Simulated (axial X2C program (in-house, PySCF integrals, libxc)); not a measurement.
# Outer orbitals of FeCl at 2.149 Å, PBE50

All values were computed with an in-house relativistic program for diatomic molecules. Spin-free means the one-electron spin-free X2C Hamiltonian; two-component (2c) means X2C with spin–orbit coupling and atomic mean-field two-electron Coulomb and Gaunt terms, so the difference of the two also holds small scalar two-electron terms. Basis: Fe dyall-cv3z [9s10p6d3f2g], Cl dyall-av3z [9s8p3d2f] (cores contracted in-house); Gaussian nuclei, density fitting, unrestricted open shells. Masses: Fe 55.935 u, Cl 34.969 u.

The distance is close to the 2c PBE0 minimum; the highest filled and lowest empty levels are listed.

Spin-free orbitals, state M_S = 5/2, Λ = 2 (beyond evenly filled blocks: 2 × σα, π+α, π-α, δ+α, δ+β, δ-α) (Löwdin shares):

| symmetry | occupied | ε (eV) | atomic character |
| --- | --- | --- | --- |
| σα | yes | -24.77 | 82% Cl s, 7% Fe d, 7% Fe p |
| σβ | yes | -24.47 | 83% Cl s, 7% Fe p, 6% Fe d |
| σα | yes | -15.40 | 86% Fe d, 10% Cl p, 3% Cl s |
| π+α | yes | -15.11 | 96% Fe d, 3% Cl p |
| π-α | yes | -15.11 | 96% Fe d, 3% Cl p |
| δ-α | yes | -13.80 | 100% Fe d |
| δ+α | yes | -13.80 | 100% Fe d |
| σβ | yes | -11.53 | 82% Cl p, 6% Fe d, 6% Fe s |
| σα | yes | -11.27 | 71% Cl p, 15% Fe s, 10% Fe d |
| π+β | yes | -10.22 | 90% Cl p, 6% Fe d, 3% Fe p |
| π-β | yes | -10.22 | 90% Cl p, 6% Fe d, 3% Fe p |
| π+α | yes | -10.09 | 90% Cl p, 6% Fe d, 4% Fe p |
| π-α | yes | -10.09 | 90% Cl p, 6% Fe d, 4% Fe p |
| δ+β | yes | -10.02 | 100% Fe d |
| σα | yes | -6.84 | 52% Fe s, 30% Fe p, 12% Cl p |
| σβ | no | -1.95 | 61% Fe s, 17% Fe d, 7% Cl p |
| π-α | no | -0.47 | 87% Fe p, 5% Cl d, 5% Cl p |
| π+α | no | -0.47 | 87% Fe p, 5% Cl d, 5% Cl p |
| π+β | no | -0.17 | 86% Fe d, 8% Fe p, 3% Cl p |

Spinors with spin–orbit coupling (state Ω = 9/2):

| ω | occupied | ε (eV) | atomic character | λ mixture |
| --- | --- | --- | --- | --- |
| 1/2 | yes | -24.77 | 82% Cl s, 7% Fe d, 7% Fe p | 100% σ |
| -1/2 | yes | -24.48 | 83% Cl s, 7% Fe p, 6% Fe d | 100% σ |
| 1/2 | yes | -15.39 | 86% Fe d, 10% Cl p, 3% Cl s | 100% σ |
| -1/2 | yes | -15.14 | 96% Fe d, 3% Cl p | 100% π |
| 3/2 | yes | -15.08 | 96% Fe d, 3% Cl p | 100% π |
| -3/2 | yes | -13.86 | 100% Fe d | 100% δ |
| 5/2 | yes | -13.74 | 100% Fe d | 100% δ |
| -1/2 | yes | -11.53 | 82% Cl p, 6% Fe d, 6% Fe s | 100% σ |
| 1/2 | yes | -11.27 | 71% Cl p, 15% Fe s, 10% Fe d | 100% σ |
| 1/2 | yes | -10.26 | 90% Cl p, 6% Fe d, 3% Fe p | 100% π |
| -3/2 | yes | -10.18 | 90% Cl p, 6% Fe d, 3% Fe p | 100% π |
| -1/2 | yes | -10.13 | 90% Cl p, 6% Fe d, 4% Fe p | 100% π |
| 3/2 | yes | -10.09 | 87% Fe d, 12% Cl p | 87% δ, 13% π |
| 3/2 | yes | -10.04 | 78% Cl p, 18% Fe d, 3% Fe p | 87% π, 13% δ |
| 1/2 | yes | -6.84 | 52% Fe s, 30% Fe p, 12% Cl p | 100% σ |
| -1/2 | no | -1.94 | 61% Fe s, 17% Fe d, 7% Cl p | 100% σ |
| -1/2 | no | -0.48 | 87% Fe p, 5% Cl d, 5% Cl p | 100% π |
| 3/2 | no | -0.46 | 87% Fe p, 5% Cl p, 5% Cl d | 100% π |
| 1/2 | no | -0.18 | 86% Fe d, 8% Fe p, 3% Cl p | 100% π |

Mulliken charges and populations of the two-component result (they depend on the basis, above all on diffuse functions):

Fe 0.64 e (s 6.92 p 12.34 d 6.10), Cl -0.64 e (s 6.00 p 11.61 d 0.03). ⟨Lz⟩ = 2.00 ħ and ⟨Sz⟩ = 2.50 ħ (2.46 and 0.04 on the two atoms), which add up to Ω.

The state is one determinant whose occupation by symmetry is held fixed; it was picked as the lowest of a PBE0 search that is not exhaustive. Density functionals use the spin component along the axis (collinear). Other states lie close and PBE0, whose exact exchange favours high spin, may order them wrongly; the determinant shown need not be the ground state. The nearest other spin-free determinant of the search, M_S = 5/2, Λ = 0, lies 0.15 eV up at the distance of the search. Without a current term, density functionals place determinants with orbital angular momentum somewhat too high. With several unpaired electrons one determinant need not be a pure state. A state of lower Ω lies just above, and one determinant can place such states too high, so the state shown need not be the lowest. The search has Ω = 1/2 only 0.09 eV up.
